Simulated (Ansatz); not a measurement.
Consider the formal exchange of groups at a Ge–O bond: `[OH][GeH]([OH])[O][SiH3]` + ethane → `C[CH2][GeH]([OH])[OH]` + silanol.

Gas-phase electronic energies from Ansatz, PBE0-D4/def2-TZVP geometries. CCSD(T)/CBS adds triple-zeta CCSD(T) − MP2 to the extrapolated MP2 energy (def2 sets, frozen cores). This one scheme is used for every species. DFT in def2-TZVPP. For Ge outer-core shells are correlated without core-valence functions, which leaves a few kJ/mol of doubt a bond. Scalar relativity is left out up to krypton. One conformer a species, not always the lowest.

`[OH][GeH]([OH])[O][SiH3]`:

Z-matrix (Å, degrees):
```
Ge
O 1 1.763
O 1 1.764 2 105.6
O 1 1.760 2 108.2 3 118.3
H 1 1.524 2 114.0 3 -121.1
H 2 0.961 1 111.5 3 11.1
Si 3 1.641 1 134.5 2 127.2
H 4 0.961 1 112.3 2 -28.2
H 7 1.488 3 111.0 1 -60.2
H 7 1.484 3 107.4 1 -179.4
H 7 1.487 3 111.1 1 60.9
```

`CC`:

Cartesian coordinates in Å:
```
C 0.366 0.023 -0.665
C -0.366 -0.023 0.665
H -0.206 0.573 -1.416
H 1.338 0.514 -0.569
H 0.543 -0.981 -1.057
H 0.206 -0.573 1.416
H -1.338 -0.514 0.568
H -0.543 0.981 1.057
```

`C[CH2][GeH]([OH])[OH]`:

```xyz
13

C    -1.667   -0.350    0.790
C    -0.886   -0.231   -0.511
Ge    0.903    0.462   -0.262
O     1.640    0.503   -1.878
O     1.805   -0.692    0.757
H    -1.154   -1.001    1.501
H    -2.662   -0.768    0.617
H    -1.803    0.622    1.271
H    -0.769   -1.205   -0.994
H    -1.397    0.416   -1.229
H     1.018    1.853    0.408
H     2.588    0.652   -1.859
H     2.384   -0.262    1.389
```

`O[SiH3]`:

```xyz
6

O    -1.263    0.104   -0.194
Si    0.374    0.129   -0.001
H    -1.729   -0.698    0.044
H     0.764   -0.090    1.419
H     0.814    1.472   -0.442
H     1.040   -0.917   -0.825
```

```csv
level,ΔE (eV)
PBE-D4,0.70
SCS-MP2/def2-TZVPP,0.85
```

(1) What does CCSD(T)/CBS give? (Best estimate.)

Largest T1 diagnostic among the species: 0.012.

Results:

(1) Computed: +0.76 eV. The listed levels differ from it by -0.06, 0.09 eV.

In def2-TZVPP, CCSD(T) changes the Hartree–Fock value by −0.21 eV (the triples alone add −0.02 eV) and MP2 by −0.23 eV. From PBE to PBE0 (25 % exact exchange), in def2-TZVPP and without D4, ΔE moves by +0.04 eV.
